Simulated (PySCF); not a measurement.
**Vertical excitation energies**

Compound: C6H9BGeO.
SMILES with atom numbers: `[GeH3:1][O:2][C:3]1=[CH:4][CH:5]=[CH:6][CH:7]=[CH:8][BH:9]1` (hydrogens: H10, H11, H12 on Ge1; H13 on C4; H14 on C5; H15 on C6; H16 on C7; H17 on C8; H18 on B9)

Method: PySCF 2.14.0, density-fitted response routines, TDDFT CAM-B3LYP/def2-SVPD, vertical, gas phase, core orbitals frozen in the response. Geometry: PBE0-D3(BJ)/def2-SVP, one conformer, isolated molecule. Relativistic effects, spin–orbit coupling among them, are left out although an element past zinc is present. Torsions of this conformer, `[GeH3:1][O:2][C:3]1=[CH:4][CH:5]=[CH:6][CH:7]=[CH:8][BH:9]1`: Ge1–O2–C3–C4 -179°.

Q: What does the calculation give for the low-lying excited states?

A: 

```csv
state,E (eV),λ (nm),f,|μ| (D),"main configurations (H = HOMO, L = LUMO)"
S1,4.10,302.3,0.078,2.24,"H→L+1 (48%), H→L (38%)"
S2,4.37,283.8,0.209,3.55,"H→L (51%), H→L+1 (39%)"
S3,5.52,224.5,0.0001,0.05,"H-2→L (77%), H-2→L+1 (16%)"
S4,5.78,214.7,0.0018,0.29,"H-2→L+1 (76%), H-2→L (15%)"
S5,5.85,211.9,0.363,4.04,"H-1→L (69%), H-1→L+1 (15%), H→L+1 (10%)"
S6,5.92,209.5,0.0013,0.24,"H→L+3 (53%), H→L+2 (37%)"
S7,6.04,205.3,0.620,5.20,"H-1→L+1 (73%), H-1→L (16%)"
S8,6.07,204.3,0.013,0.75,"H→L+2 (44%), H→L+3 (34%), H→L+4 (18%)"
S9,6.10,203.1,0.0004,0.13,H-3→L (91%)
S10,6.18,200.7,0.0015,0.25,H-3→L+1 (92%)
```

Triplets (Tamm–Dancoff): T1 2.58 eV, H→L (84%), H→L+1 (10%); T2 3.07 eV, H→L+1 (88%), H→L (9%); T3 4.08 eV, H-1→L (77%), H-1→L+1 (15%); T4 4.45 eV, H-1→L+1 (78%), H-1→L (16%).

The lowest singlet comes at 302 nm (396 kJ/mol) in the ultraviolet; it is of moderate strength; its leading configuration is HOMO→LUMO+1 (48%). The strongest level in the table is S7 at 6.04 eV (205 nm, f = 0.620). Löwdin shares by element: HOMO carbon 30% or more, oxygen 16%, boron 12% (atoms not listed hold the other 42%); LUMO carbon 64% or more (atoms not listed hold the other 36%). Weighted by f, the mean energy of these states is 5.60 eV. The oscillator strengths of these states sum to 1.288; summed over the whole spectrum of an exact calculation they would give the number of electrons, 90 (Thomas–Reiche–Kuhn). The listed states span 2.08 eV, and the widest gap between neighbours is 1.15 eV (S2 to S3). No computed singlet lies in the visible range (380 to 750 nm); the lowest, at 302 nm, stands 0.84 eV above its violet end (3.26 eV); a Tamm–Dancoff triplet lies at 480 nm, without intensity as long as spin–orbit coupling is left out. All these states lie below the vertical ionisation energy of 8.08 eV (ΔSCF). Singlets were solved by full linear response, triplets in the Tamm–Dancoff approximation.
